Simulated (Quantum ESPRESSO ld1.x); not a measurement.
Results of a calculation; reference values are marked as such.
Sr0.7+, configuration [Kr] 5s1.3 (fractional occupations, a model configuration). Code: ld1.x of Quantum ESPRESSO 7.5. Model: Dirac Kohn-Sham, PW91, spin-unpolarised, spherical densities, point nucleus.

Normalised radial functions P(r) = r R(r) (large component), r in bohr:

```
   r/bohr * 5s1/2 (the largest magnitude, 0.568, reaches the edge; | marks zero)
 0.004247                             |*
 0.004905                             | *
 0.005664                             | *
 0.006594                             | *
 0.007615                             | *
 0.008795                             | *
  0.01016                             | *
  0.01182                             |  *
  0.01366                             |  *
  0.01577                             |  *
  0.01821                             |  *
   0.0212                             |  *
  0.02449                             |  *
  0.02828                             |  *
  0.03266                             | *
  0.03772                             | *
  0.04391                             |*
  0.05071                             *
  0.05857                            *|
  0.06764                           * |
  0.07874                          *  |
  0.09094                         *   |
    0.105                        *    |
   0.1213                        *    |
   0.1412                         *   |
   0.1631                          *  |
   0.1883                            *|
   0.2175                             |*
   0.2532                             |   *
   0.2924                             |     *
   0.3377                             |      *
     0.39                             |       *
    0.454                             |     *
   0.5244                             |  *
   0.6056                            *|
   0.6994                       *     |
   0.8077                   *         |
   0.9403                 *           |
    1.086                *            |
    1.254                   *         |
    1.448                       *     |
    1.686                             |*
    1.947                             |        *
    2.249                             |               *
    2.597                             |                     *
    3.023                             |                         *
    3.492                             |                          *
    4.033                             |                         *
    4.657                             |                     *
    5.422                             |                *
    6.261                             |           *
    7.231                             |       *
    8.351                             |    *
    9.722                             | *
    11.23                             |*
    12.97                             *
```

5s1/2: eigenvalue -6.871 eV, 4 radial nodes at r = 0.0499, 0.202, 0.579, 1.64 bohr, <r> = 4.01 bohr, 90 % of the charge inside 5.87 bohr.
